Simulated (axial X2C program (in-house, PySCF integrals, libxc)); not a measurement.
## BePd: from the spin-free to the two-component result

Calculated with an axial X2C code built on PySCF integrals. Spin-free means the one-electron spin-free X2C Hamiltonian; two-component (2c) means X2C with spin–orbit coupling and atomic mean-field two-electron Coulomb and Gaunt terms, so the difference of the two also holds small scalar two-electron terms. Basis: Pd dyall-cv3z [12s12p8d5f3g], Be dyall-cv3z [8s8p3d1f] (cores contracted in-house); Gaussian nuclei, density fitting, unrestricted open shells. Masses: Pd 105.903 u, Be 9.012 u.

Spin-free state: M_S = 0, Λ = 0 (closed shell); fragments Pd + Be.

```
  level  Re (Å)  ωe (cm⁻¹)  De (eV)  μ (D)
   PBE0   1.912      633.7    2.336  -0.75
     HF   1.989      494.1      n/a  -1.40
    MP2   1.894      674.4    2.298    n/a
   CCSD   1.920      610.1    1.871    n/a
CCSD(T)   1.919      630.2    2.099    n/a
r2SCAN0   1.898      651.1    2.454  -0.76
```

Correlated methods: 12 electrons correlated (number of frozen shells: Pd 4 s, 3 p, 1 d; Be 1 s), 268 virtual spin orbitals or spinors in MP2, 90 natural virtuals in coupled cluster.

Dipoles are positive if Be is the positive end.

Two-component determinant lowest at the distance of the search:

Ω = 0 (closed shell); fragments Pd + Be.

```tsv
level	Re (Å)	ωe (cm⁻¹)	De (eV)	μ (D)
PBE0	1.911	633.5	2.339	-0.75
HF	1.988	494.2	n/a	-1.40
MP2	1.893	674.1	2.299	n/a
CCSD	1.919	609.8	1.871	n/a
CCSD(T)	1.918	629.8	2.100	n/a
r2SCAN0	1.898	650.9	2.456	-0.77
```

(1) From the two tables, how do the constants change at the CCSD(T) level (2c against spin-free)?

Occupations by symmetry block were frozen at the best pattern of an incomplete PBE0 search. The closed shell is kept restricted, so the energy runs too high when the bond is stretched far. Dissociation energies refer to the lowest single-determinant-based atoms at the same level and basis. De is not given where an atomic determinant may have missed its ground term or J level, or where the truncated virtual space spoils (T). CCSD and (T) use frozen natural virtuals with an MP2 correction for the truncation; (T) itself is uncorrected, so its De runs slightly low. The T1 diagnostic is large, a sign of multireference character.

## Answers

(1) At the CCSD(T) level Re decreases by 0.001 Å and ωe goes down by 0.4 cm⁻¹; De changes by 0.001 eV.
